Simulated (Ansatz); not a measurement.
Species: FeF2 (charge 0, quintet). The spin state was set by rule; other spins were not relaxed. 
Geometry from a B3LYP-D3(BJ)/def2-TZVP (Ansatz, a quantum-chemistry and plane-wave program) optimisation:
SMILES: [F][Fe][F]
```xyz
3

Fe     0.0000     0.0000     0.0000
F      0.0000     0.0000     1.7587
F      0.0000     0.0000    -1.7587
```
Charge 0, spin multiplicity 5.

Total electronic energies in hartree. Cores are frozen in the correlated levels unless marked. Open shells are spin-unrestricted. No spin-orbit coupling. The frozen core is the preceding noble-gas configuration, with the filled d and f shells of earlier blocks. No relativistic terms. CBS marks a two-point X^-3 extrapolation of the correlation energy; Hartree-Fock from the larger set. The bracket is a focal-point correction in the basis named.

```csv
level,program,energy (Eh)
HF/def2-TZVPP,Ansatz,-1461.51751
revPBE-D4/def2-TZVPD,Ansatz + dftd4,-1463.42558
CAM-B3LYP/def2-TZVPD,Ansatz,-1463.62164
B2GP-PLYP-D4/def2-TZVPD,Ansatz + dftd4,-1463.06491
MP2/def2-SVP,Ansatz,-1461.57841
RI-MP2/def2-TZVPP,Ansatz,-1462.22364
RI-MP2/def2-TZVPPD,Ansatz,-1462.23298
CCSD(T)/6-31G,Ansatz,-1461.57216
"RI-MP2/CBS(def2-TZVPPD,def2-QZVPPD)+[CCSD(T)-MP2]/def2-TZVPPD",Ansatz,-1462.3959
```

Totals of different functionals don't rank their quality; only differences between species are comparable.
